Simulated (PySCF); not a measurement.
A calculated (TPSSh, PySCF 2.14, x2c-TZVPPall, the spin-free X2C one-electron Hamiltonian (Gaussian nucleus)) atom or ion has these occupied shells.

| shell | electrons | orbital energy (eV) | rms radius, mean of both spins (bohr) |
| --- | --- | --- | --- |
| 1s α | 1 | -5405.0 | 0.0767 |
| 1s β | 1 | -5405.0 | 0.0767 |
| 2s α | 1 | -626.88 | 0.334 |
| 2s β | 1 | -625.87 | 0.334 |
| 2p α | 3 | -524.79 | 0.304 |
| 2p β | 3 | -523.92 | 0.304 |
| 3s α | 1 | -90.437 | 1.02 |
| 3s β | 1 | -87.215 | 1.02 |
| 3p α | 3 | -63.261 | 1.10 |
| 3p β | 3 | -59.894 | 1.10 |
| 3d α | 3 | -23.412 | 1.46 |

(1) Name the element and its charge.

## Answers

(1) V²⁺ (vanadium, charge +2), in [Ar] 3d3, high-spin 4F determinant.
